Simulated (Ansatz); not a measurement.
The cluster B5Cl3. Charge 0, multiplicity 1. Geometry B3LYP-D4/def2-SVP, basis def2-TZVP, Ansatz.

```xyz
8

B     0.616    0.914   -0.446
B    -0.846    0.740    0.988
B    -0.262   -0.413    0.185
B     0.231   -1.847   -0.579
B     0.930   -0.531   -1.033
Cl    1.026    2.615   -0.538
Cl   -0.207   -3.507   -0.452
Cl   -1.489    2.029    1.875
```

```
run  HOMO (eV)  LUMO (eV)
  A      -8.33      -2.10
  B      -6.07      -3.96
  C      -7.13      -3.20
  D      -9.27      -1.17
  E      -6.27      -3.83
  F      -9.62      -1.19
```

LC-ωPBE has ω = 0.4 bohr⁻¹. The structure comes from a short search, and lower isomers may exist.

Question: The runs used CAM-B3LYP, LC-ωPBE, PBE, PBE0, r2SCAN, ωB97X-V. Estimate which is which.

Answer: A CAM-B3LYP (range-separated); B PBE (0 % exact exchange); C PBE0 (25 % exact exchange); D ωB97X-V (range-separated); E r2SCAN (0 % exact exchange); F LC-ωPBE (range-separated). Exact exchange lowers occupied and raises empty levels; among semilocal functionals meta-GGAs tend to open the gap a little, and such runs are hard to tell apart. The gap grows from 2.11 eV (PBE) to 8.42 eV (LC-ωPBE).
